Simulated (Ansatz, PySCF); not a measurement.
This Ansatz (a program for electronic structure) input computes a SVWN5/def2-TZVPD energy:

Ansatz 0.2 input:
```yaml
crystal:
  periodic: [false, false, false]
  atoms:
    - {symbol: O, position_ang: [-0.00000000, -0.00000000, -1.57305499]}
    - {symbol: Sn, position_ang: [0.00000000, 0.00000000, 0.30243482]}
    - {symbol: H, position_ang: [-0.00000000, -0.00000000, -2.53730097]}
basis:
  gaussian:
    orbitals: def2-TZVPD
hamiltonian:
  xc: {name: SVWN5}
total_charge: 1
output: {forces: true}
```

Write an input for the same energy in PySCF and say what it gives.


```python
from pyscf import gto, scf, dft

mol = gto.M(
    atom='''
    O    -0.00000000   -0.00000000   -1.57305499
    Sn    0.00000000    0.00000000    0.30243482
    H    -0.00000000   -0.00000000   -2.53730097
    ''',
    basis='def2-tzvpd',
    ecp='def2-tzvp',
    charge=1,
    spin=0,
    verbose=4,
)

mf = dft.RKS(mol, xc='svwn').density_fit(auxbasis='def2-universal-jkfit')
mf.grids.level = 3
mf.conv_tol = 1e-9
mf.max_cycle = 100
mf.max_memory = 1500
mf.kernel()
if not mf.converged:
    mf = mf.newton()
    mf.kernel(mf.make_rdm1())
mf.analyze()
```
It gives -289.04796 Eh, and Ansatz -289.04793 Eh, a difference of 0.03 mEh, from the treatment of integrals and grids.

It need not be the lowest isomer of its formula.
